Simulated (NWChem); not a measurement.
# disiloxane (Si2H6O); SMILES [SiH3]O[SiH3]

Results from NWChem. The geometry was optimised at PBE0/def2-SVP. Ions are spin-unrestricted doublets at the neutral geometry; other ion states weren't tried.

Predict the results for PBE/def2-SVP. Quantities: −ε(HOMO) (eV).

−ε(HOMO) (eV): 7.13
